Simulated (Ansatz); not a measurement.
CH$_{5}$NO$_{2}$Si, relaxed with RKS PBE-D4/def2-SVP in Ansatz from a rough embedded geometry. The force threshold is 0.03 eV/Å; the program also tests the step.

Total charge 0; spin multiplicity 1. The bonds changed during the relaxation, so this is another structure than the one it started from.

Start:

```xyz
10

N    -0.643    0.887    1.141
C     0.206    1.259    0.049
O     1.264    0.424   -0.098
Si    0.817   -0.772   -1.081
O    -0.163   -1.836   -0.237
H    -1.323    0.093    0.853
H    -0.135    0.512    1.927
H    -0.218    1.705   -0.808
H     0.114   -0.342   -2.401
H     0.081   -1.930    0.655
```

Problem. How much energy does the relaxation release, and in how many steps? (An estimate is asked.)

Solution. Computed: 2.42 eV, in 20 steps.

Problem. Which bonds change most? (An estimate is asked.)

Solution. Ansatz gave: O3–Si4 from 1.611 to 1.993 Å; Si4–O5 from 1.675 to 1.786 Å; N1–C2 from 1.432 to 1.332 Å; C2–O3 from 1.355 to 1.259 Å.

Problem. Give the relaxed structure. (Estimate.)

Solution. The calculation gave: 
```xyz
10

N    -0.822    0.710    0.692
C     0.143    1.321    0.007
O     0.959    0.735   -0.751
Si    1.105   -1.219   -1.117
O     0.060   -1.728    0.239
H    -1.424    1.247    1.315
H    -0.784   -0.349    0.682
H     0.219    2.429    0.108
H    -0.073   -1.010   -2.102
H     0.617   -2.135    0.927
```
